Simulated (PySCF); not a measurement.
# Electron correlation in Ge⁺ (germanium, charge +1)

[Ar] 3d10 4s1 4p2, high-spin 4P determinant (an excited configuration). All numbers are calculated (PySCF 2.14, scalar relativity through the core potential, in aug-cc-pVTZ-PP with ECP10MDF). Frozen: 3s2 3p6 3d10; 3 electrons correlated.

```
  level  correlation energy (mhartree)
   CCSD                         -12.36
    (T)                          -0.07
CCSD(T)                         -12.43
```

Diagnostics: T1 = 0.0025, D1 = 0.0052, largest double amplitude 0.033.

Cost of the coupled-cluster step: about 0.8 core-seconds, for 3 correlated electrons.

Iterations:

```
CC2 = 0
CCSD nocc = (np.int64(3), np.int64(0)), nmo = (46, 46)
frozen orbitals [[0, 1, 2, 3, 4, 5, 6, 7, 8], [0, 1, 2, 3, 4, 5, 6, 7, 8]]
max_cycle = 100
direct = 0
conv_tol = 1e-08
conv_tol_normt = 1e-06
diis_space = 8
diis_start_cycle = 0
Init t2, MP2 energy = -0.00858513477715003
Init E_corr(UCCSD) = -0.00858513477811208
cycle = 1  E_corr(UCCSD) = -0.0111029911059376  dE = -0.00251785633  norm(t1,t2) = 0.0220549
cycle = 2  E_corr(UCCSD) = -0.0119133119617847  dE = -0.000810320856  norm(t1,t2) = 0.00812604
cycle = 3  E_corr(UCCSD) = -0.012367254503415  dE = -0.000453942542  norm(t1,t2) = 0.00318714
cycle = 4  E_corr(UCCSD) = -0.0123595422087728  dE = 7.71229464e-06  norm(t1,t2) = 0.00028194
cycle = 5  E_corr(UCCSD) = -0.0123601426044408  dE = -6.00395668e-07  norm(t1,t2) = 3.06107e-05
cycle = 6  E_corr(UCCSD) = -0.0123600565755529  dE = 8.60288879e-08  norm(t1,t2) = 4.31922e-06
cycle = 7  E_corr(UCCSD) = -0.0123601092369285  dE = -5.26613756e-08  norm(t1,t2) = 4.40235e-07
cycle = 8  E_corr(UCCSD) = -0.0123601024959262  dE = 6.7410023e-09  norm(t1,t2) = 7.83613e-08
UCCSD converged
E(UCCSD) = -292.9144141555432  E_corr = -0.01236010249592617
UCCSD(T) correction = -7.25273840338607e-05
```
